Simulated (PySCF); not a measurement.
F$_{3}$Sb (SMILES [F][Sb]([F])[F]), singlet, geometry from GFN2-xTB (core potentials on Sb); M062X/def2-SVP in PySCF.

Here is a job for PySCF.
```python
from pyscf import gto, scf, dft

mol = gto.M(
    atom='''
Sb    0.001796   -0.002684    0.402632
F    -1.261065   -0.927082   -0.761131
F    -0.181799    1.560283   -0.749366
F     1.432688   -0.617995   -0.771085
''',
    basis='def2-svp',
    ecp={'Sb': 'def2-svp'},
    charge=0,
    spin=0,
    verbose=4,
)

mf = dft.RKS(mol)
mf.xc = 'm062x'
mf.kernel()
mf.analyze()
```

### Question
Write the output that PySCF gives for this input, abridged.

### Answer

```
PySCF version 2.14.0

[INPUT] verbose = 4
[INPUT] num. atoms = 4
[INPUT] num. electrons = 50
[INPUT] charge = 0
[INPUT] spin (= nelec alpha-beta = 2S) = 0
[INPUT] symmetry False subgroup None
[INPUT] Mole.unit = angstrom
[INPUT] Symbol           X                Y                Z      unit          X                Y                Z       unit  Magmom
[...]
nuclear repulsion = 215.921522545071
number of shells = 28
number of NR pGTOs = 133
number of NR cGTOs = 68
basis = def2-svp
ecp = {'Sb': 'def2-svp'}

******** <class 'pyscf.dft.rks.RKS'> ********
method = RKS
initial guess = minao
damping factor = 0
level_shift factor = 0
DIIS = <class 'pyscf.scf.diis.CDIIS'>
diis_start_cycle = 1
diis_space = 8
diis_damp = 0
SCF conv_tol = 1e-09
SCF conv_tol_grad = None
SCF max_cycles = 50
direct_scf = True
direct_scf_tol = 1e-13
XC library pyscf.dft.libxc version 7.1.2
    S. Lehtola, C. Steigemann, M. J. T. Oliveira, and M. A. L. Marques,  SoftwareX 7, 1–5 (2018)
XC functionals = m062x
    Y. Zhao and D. G. Truhlar,  Theor. Chem. Acc. 120, 215 (2008)
    Y. Zhao and D. G. Truhlar,  Theor. Chem. Acc. 120, 215 (2008)
radial grids:
    Treutler-Ahlrichs [JCP 102, 346 (1995); DOI:10.1063/1.469408] (M4) radial grids

becke partition: Becke, JCP 88, 2547 (1988); DOI:10.1063/1.454033
pruning grids: <function nwchem_prune>
grids dens level: 3
symmetrized grids: False
atomic radii adjust function: <function treutler_atomic_radii_adjust>
small_rho_cutoff = 0
Set gradient conv threshold to 3.16228e-05
Initial guess from minao.
tot grids = 64744
init E= -513.766721466098
[...]
cycle= 1 E= -538.912918939023  delta_E= -25.1  |g|= 1.73  |ddm|= 9.44
[...]
cycle= 2 E= -539.334032816051  delta_E= -0.421  |g|= 0.771  |ddm|= 3.75
[...]
cycle= 3 E= -539.415409290461  delta_E= -0.0814  |g|= 0.189  |ddm|= 0.969
[...]
cycle= 4 E= -539.420707047061  delta_E= -0.0053  |g|= 0.0725  |ddm|= 0.159
[...]
cycle= 5 E= -539.421578625207  delta_E= -0.000872  |g|= 0.00287  |ddm|= 0.0474
[...]
cycle= 6 E= -539.421582738583  delta_E= -4.11e-06  |g|= 0.000731  |ddm|= 0.0049
[...]
cycle= 7 E= -539.421582965987  delta_E= -2.27e-07  |g|= 0.000151  |ddm|= 0.00112
[...]
cycle= 8 E= -539.421582987414  delta_E= -2.14e-08  |g|= 6.14e-05  |ddm|= 0.000483
[...]
cycle= 9 E= -539.421582988199  delta_E= -7.86e-10  |g|= 3.07e-05  |ddm|= 6.97e-05
[...]
Extra cycle  E= -539.421582988178  delta_E= 2.17e-11  |g|= 3.77e-05  |ddm|= 4.61e-05
converged SCF energy = -539.421582988178
**** SCF Summaries ****
Total Energy =                        -539.421582988177761
Nuclear Repulsion Energy =             215.921522545071412
One-electron Energy =                -1268.454170172261229
Two-electron Energy =                  513.111064639012056
Two-electron Coulomb Energy =          563.833727749325590
DFT Exchange-Correlation Energy =      -50.722663110313590
HOMO-LUMO gap [eV] =                    10.162635082401636
**** MO energy ****
[...]
Dipole moment(X, Y, Z, Debye):  0.02377, -0.03605,  5.34079
```
